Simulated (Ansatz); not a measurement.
Geometry optimisation, RKS BLYP/def2-SVP in Ansatz 0.2.0.

Input file:

```yaml
crystal:
  periodic: [false, false, false]
  atoms:
    - { symbol: F, position_ang: [1.1483, 1.0335, -1.64102] }
    - { symbol: B, position_ang: [-0.12068, 1.07337, -1.42653] }
    - { symbol: S, position_ang: [-0.81706, -0.43519, -0.62578] }
    - { symbol: Si, position_ang: [0.54946, -0.90127, 1.2749] }
    - { symbol: H, position_ang: [-0.78401, 1.97612, -1.74067] }
    - { symbol: H, position_ang: [-1.9545, 0.06684, -0.14631] }
    - { symbol: H, position_ang: [0.14612, 0.21221, 2.12858] }
    - { symbol: H, position_ang: [1.85167, -0.81264, 0.62869] }
    - { symbol: H, position_ang: [-0.01931, -2.21294, 1.54813] }
total_charge: 1
basis:
  gaussian: { orbitals: def2-SVP }
hamiltonian:
  xc: blyp
relax:
  f_tol: 0.015
  max_steps: 40
```

Command:

```bash
$ ansatz run input.yaml --threads 1 --pin off --max-ram 2048MiB --backend cpu --events-out ev --progress --plain --runs-dir out
```

Where does it end, and by what steps?

It converged. The force dipped under the threshold on the way, but the program's further checks kept it going. Limits of this set-up: the dipole of an ion depends on the origin. After 16 steps the energy has fallen by 0.166 eV; H8 moved furthest, 0.43 Å.

| step | energy less start (eV) | largest force component (eV/Å) | accepted |
| --- | --- | --- | --- |
| 0 | 0.0000 | 1.232 | yes |
| 1 | -0.0885 | 0.789 | yes |
| 2 | -0.1388 | 0.427 | yes |
| 3 | -0.1469 | 0.315 | yes |
| 4 | -0.1493 | 0.330 | yes |
| 5 | -0.1501 | 0.433 | yes |
| 6 | -0.1625 | 0.077 | yes |
| 7 | -0.1638 | 0.040 | yes |
| 8 | -0.1635 | 0.115 | no |
| 9 | -0.1639 | 0.077 | yes |
| 10 | -0.1654 | 0.009 | yes |
| 11 | -0.1658 | 0.038 | yes |
| 12 | -0.1659 | 0.033 | yes |
| 13 | -0.1660 | 0.026 | yes |
| 14 | -0.1662 | 0.030 | yes |
| 15 | -0.1662 | 0.025 | yes |
| 16 | -0.1663 | 0.007 | yes |

```xyz
9
Properties=species:S:1:pos:R:3
F 1.153 1.364 -1.519
B -0.132 1.199 -1.417
S -0.680 -0.533 -0.748
Si 0.524 -0.915 1.240
H -0.984 1.986 -1.729
H -1.914 -0.178 -0.273
H 0.436 0.367 1.990
H 1.853 -1.241 0.661
H -0.256 -2.051 1.795
```

Time of the run: 34 s on 1 thread of Intel(R) Xeon(R) Platinum 8488C (Sapphire Rapids), on a shared host, peak memory 0.16 GiB.
